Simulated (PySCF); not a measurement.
A geometry optimisation on `FB[SiH2]B(F)F`.

Method: PBE0-D3(BJ)/def2-SVP geometry optimisation, gas phase (PySCF 2.14.0). Start geometry: GFN2-xTB. A driver script takes a list of jobs; this job's settings line and coordinates (Å) are shown.

Command:
```bash
OMP_NUM_THREADS=1 python probes_run.py task.json out
```

Input:
```
{"job": {"xc": "PBE0", "basis": "def2-SVP", "d3": "d3bj", "grid": 1, "shake": 0.01, "kind": "geom"}, "charge": 0, "multiplicity": 1}
F     -2.103170     1.174380    -0.658360
B     -1.611020    -0.000890    -0.492240
Si    -0.076270    -0.221420     0.719710
B      1.649420     0.164530    -0.283060
F      2.239950     1.317710    -0.285830
F      2.179670    -0.696640    -1.106980
H     -2.102800    -0.840850    -1.140030
H      0.017500    -1.575290     1.283520
H     -0.135460     0.661330     1.929550
```

Output:
```
step   0  E = -639.82588008  max force = 0.036092
step   1  E = -639.83189118  max force = 0.005883
step   2  E = -639.83221830  max force = 0.002134
step   3  E = -639.83228844  max force = 0.000652
step   4  E = -639.83231892  max force = 0.000986
step   5  E = -639.83232623  max force = 0.001869
step   6  E = -639.83233004  max force = 0.001528
step   7  E = -639.83233288  max force = 0.000374
optimisation converged
```

Energies in Eh; «max force» is the largest Cartesian gradient component in Eh/bohr.

Question: Give the first gradient maximum in eV/Å.

Answer: With 1 Eh/bohr = 51.422 eV/Å, 1.856 eV/Å.

Summary of the converged run: final energy -639.83233 Eh after 7 steps; dipole 0.91 D.

Time: 25 s; peak memory 0.47 GiB. Hardware: one thread, Arm Neoverse V1 (aarch64), no GPU, shared host with 64 logical CPUs at a one-minute load of 17.
Labels such as C1 count atoms from 1, the log's own numbers from 0.
